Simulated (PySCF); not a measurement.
A structure optimised at PBE-D3(BJ)/def2-TZVP, used in a PySCF frequency run:

```xyz
8

B      0.0000     0.0000    -0.9246
N      0.0000     0.0000     0.7243
H      0.0000    -1.1753    -1.2431
H      1.0178     0.5876    -1.2431
H     -1.0178     0.5876    -1.2431
H     -0.8269    -0.4774     1.0941
H      0.0000     0.9548     1.0941
H      0.8269    -0.4774     1.0941
```

Write its SMILES, formula and point group.

[BH3-][NH3+], BH6N, C3v

What are its rotational constants (standard atomic weights)?

72.885, 17.828, 17.828 GHz
